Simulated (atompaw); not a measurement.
**What one change does to a pseudopotential (N, PAW (atompaw))**

* Element: nitrogen (N)
* Generator: atompaw 4.2.0.5
* Type: PAW
* Functional: PBE
* Relativity: scalar-relativistic
* Frozen core: [He]
* Valence charge: 5
* Reference configuration: 2s2 2p3
* Partial waves: 2s (bound): rc 1.20 bohr; 2s channel at -0.25 Ry: rc 1.00 bohr; 2p (bound): rc 1.20 bohr; 2p channel at -0.1 Ry: rc 1.20 bohr
* Local potential: troulliermartins scheme with l = 2 at 0.5 Ry, radius 1.20 bohr
* Core correction: smooth core density matched at 0.80 bohr
* Augmentation charge: besselshape compensation charge, radius 0.85 bohr; PAW radius 1.20 bohr; waves and projectors: custom rrkj gramschmidtortho

All-electron outer shells of the reference configuration (PBE, scalar-relativistic, ld1.x):

| shell | level (eV) | outermost node (bohr) | outermost maximum (bohr) |
| --- | --- | --- | --- |
| 1s | -384.72 | – | 0.15 |
| 2s | -18.58 | 0.32 | 1.02 |
| 2p | -7.09 | – | 0.98 |

Change: all radii scaled by about 1.12 (s 1.34, p 1.34 bohr); local potential troulliermartins scheme with l = 2 at 0.5 Ry, radius 1.34 bohr; augmentation besselshape compensation charge, radius 0.94 bohr; PAW radius 1.34 bohr; waves and projectors: custom rrkj gramschmidtortho; core correction smooth core density matched at 0.88 bohr.

Cutoffs: the cutoffs (Ry, on a coarse ladder) from which the occupation-weighted sum of valence levels, in a spherical-Bessel basis at the reference potential, stays within 10 and 1 mRy of its value at 400 Ry; they do not see the model core or the augmentation charge, which bear on the density cutoff.

Q: What does the change do?

A: The potential gets softer (45 Ry and 55 Ry → 35 Ry and 45 Ry); neither file shows a bound ghost. A larger radius leaves more room for a smooth pseudo-wave, so fewer plane waves are needed.

| quantity | base | changed |
| --- | --- | --- |
| cutoff, loose | 45 Ry | 35 Ry |
| cutoff, tight | 55 Ry | 45 Ry |
| bound ghosts | none | none |
| lowest overlap eigenvalue by channel | s 0.45, p 0.97 | s 0.72, p 0.94 |

 The cutoffs see the waves, projectors and local potential, not the compensation charge or the core.
